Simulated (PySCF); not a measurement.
## NMR data sheet: C5H9F3Si2

```yaml
Formula: C5H9F3Si2
SMILES: CC#CC([SiH3])([SiH3])C(F)(F)F
InChI: InChI=1S/C5H9F3Si2/c1-2-3-4(9,10)5(6,7)8/h1,9-10H3
Point_group_of_the_computed_structure: C1
Degrees_of_unsaturation: 2
Carbon_signals: 5
Proton_signals: 2
```

Molfile (atoms numbered from 1):
```
C5H9F3Si2
     RDKit          3D

 19 18  0  0  0  0  0  0  0  0999 V2000
    3.1625   -0.0418   -1.1398 C   0  0  0  0  0  0  0  0  0  0  0  0
    1.8145   -0.0283   -0.6159 C   0  0  0  0  0  0  0  0  0  0  0  0
    0.6912   -0.0083   -0.1945 C   0  0  0  0  0  0  0  0  0  0  0  0
   -0.6473   -0.0095    0.3533 C   0  0  0  0  0  0  0  0  0  0  0  0
   -1.1760    1.8052    0.7052 Si  0  0  0  0  0  4  0  0  0  0  0  0
   -1.8088   -0.9618   -0.8469 Si  0  0  0  0  0  4  0  0  0  0  0  0
   -0.6222   -0.7452    1.6548 C   0  0  0  0  0  0  0  0  0  0  0  0
   -1.8394   -0.7937    2.2403 F   0  0  0  0  0  0  0  0  0  0  0  0
    0.1941   -0.1957    2.5770 F   0  0  0  0  0  0  0  0  0  0  0  0
   -0.2281   -2.0306    1.5485 F   0  0  0  0  0  0  0  0  0  0  0  0
    3.4427    0.9552   -1.4795 H   0  0  0  0  0  0  0  0  0  0  0  0
    3.2334   -0.7344   -1.9785 H   0  0  0  0  0  0  0  0  0  0  0  0
    3.8555   -0.3582   -0.3605 H   0  0  0  0  0  0  0  0  0  0  0  0
   -2.5237    1.7823    1.2696 H   0  0  0  0  0  0  0  0  0  0  0  0
   -1.1418    2.4811   -0.5899 H   0  0  0  0  0  0  0  0  0  0  0  0
   -0.2134    2.3974    1.6301 H   0  0  0  0  0  0  0  0  0  0  0  0
   -3.1512   -0.9662   -0.2695 H   0  0  0  0  0  0  0  0  0  0  0  0
   -1.7620   -0.2218   -2.1062 H   0  0  0  0  0  0  0  0  0  0  0  0
   -1.2898   -2.3164   -1.0168 H   0  0  0  0  0  0  0  0  0  0  0  0
  1  2  1  0
  2  3  3  0
  3  4  1  0
  4  5  1  0
  4  6  1  0
  4  7  1  0
  7  8  1  0
  7  9  1  0
  7 10  1  0
  1 11  1  0
  1 12  1  0
  1 13  1  0
  5 14  1  0
  5 15  1  0
  5 16  1  0
  6 17  1  0
  6 18  1  0
  6 19  1  0
M  END
```

Level of theory: coordinates at the GFN2-xTB level, shieldings: GIAO PBE0/pcSseg-1, in PySCF 2.14.0 with density-fitted response routines (non-relativistic, no solvent, a single conformation, equivalent nuclei averaged).

Scale: 1H (σref 31.72) and 13C (σref 186.93) and 29Si (σref 349.16) vs TMS; 19F (σref 170.95) vs CFCl3 (reference shieldings calculated alike).

```tsv
carbon	δC, type	δH (multiplicity)	HMBC from (2–3 bonds)	span of the C tensor (ppm)
C1	5.1, CH3	2.10 (s)	–	24
C2	90.0, C	–	H11/H12/H13	250
C3	78.7, C	–	H14/H15/H16/H17/H18/H19, H11/H12/H13	258
C4	18.3, C	–	H14/H15/H16/H17/H18/H19	38
C7	138.5, C	–	H14/H15/H16/H17/H18/H19	23
```

Other nuclei:
```tsv
atoms	nucleus	environment	δ (ppm)	σ (ppm)
H14/H15/H16/H17/H18/H19	1H	hydrogen on a silicon bonded to C	4.21	27.51
F8/F9/F10	19F	fluorine of a CF3 group	-71.0	242.0
Si5/Si6	29Si	silicon bonded to C, 3 H	-60.6	409.7
```

Carbon types of the structure: 4 × C, 1 × CH3, leaving 6 H on heteroatoms. δC 138.5: CF3 carbon; 3 electronegative neighbours deshield it. δC 90.0, 78.7: alkyne carbon; sp carbons lie upfield of alkene carbons because the cylindrical π system leaves one tensor component strongly shielded. δC 5.1: propargylic methyl carbon; saturated and bonded to C and H only. δH 4.21: hydrogen on a silicon bonded to C. δH 2.10: hydrogen on a propargylic methyl carbon.

Splittings by 19F in the carbon and heteronuclear signals aren't shown, as no couplings were computed. Shifts are as computed. Against solution values, carbons near 30 ppm lie about +3 ppm off and those near 130 ppm about +5 ppm. Of 1211 compounds with measured shifts, 218 miss one by over three times the rms of a fit or turn the order of signals round; such compounds aren't used in these exercises. Unscaled 19F shifts against computed CFCl3 carry errors that often reach 10 to 50 ppm. No couplings were computed; multiplicities are counted from neighbouring protons, with m where these are inequivalent, close in shift, in a saturated or five-membered ring or joined by F or P, and br s for small geminal =CH2 splittings.
